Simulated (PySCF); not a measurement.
CH₄BF₂N (SMILES CNB(F)F), singlet, geometry from GFN2-xTB. Base run: BHANDHLYP/6-31G, TDA in PySCF.

PySCF was given this input:
```python
from pyscf import gto, scf, dft, tdscf

mol = gto.M(
    atom='''
B     0.232200    0.415723    0.290377
F     1.273543    0.884319    0.971686
F    -0.808960    1.232361    0.180905
N     0.247518   -0.848167   -0.264928
C    -0.813032   -1.477282   -1.026368
H     1.066185   -1.425084   -0.149842
H    -1.147302   -2.391683   -0.532202
H    -0.466405   -1.724597   -2.031729
H    -1.649155   -0.786509   -1.098730
''',
    basis='6-31g',
    charge=0,
    spin=0,
    verbose=4,
)

mf = dft.RKS(mol)
mf.xc = 'bhandhlyp'
mf.kernel()
td = mf.TDA()
td.nstates = 5
td.kernel()
td.analyze()
```

Variants of this job, named by their change:

| change | first excitation (eV) | oscillator strength of the first | second (eV) | core-seconds (rough) |
|---|---|---|---|---|
| base | 8.76 | 0.000 | 9.98 | 10 |
| nstates = 10 | 8.76 | 0.000 | 9.98 | 20 |
| functional = camb3lyp | 8.44 | 0.000 | 9.64 | 20 |
| basis = 6-31G* | … | 0.000 | … | 30 |
| nstates = 2 | 8.76 | 0.000 | 9.98 | 10 |
| functional = hf | … | 0.000 | … | 1 |
| functional = pbe0 | 8.47 | 0.000 | 9.52 | 20 |
| conv_tol = 1e-3 | 8.76 | 0.000 | 9.98 | 10 |
| response = full linear response | 8.75 | 0.000 | 9.76 | 30 |
| functional = wb97x | … | 0.000 | … | 30 |

### Question
What belongs in the gaps?

### Answer

- basis = 6-31G*, first excitation (eV): 8.66
- basis = 6-31G*, second (eV): 10.11
- functional = hf, first excitation (eV): 9.61
- functional = hf, second (eV): 11.02
- functional = wb97x, first excitation (eV): 8.85
- functional = wb97x, second (eV): 9.87

An iterative solver can miss low states, so a row lists the states that it found.
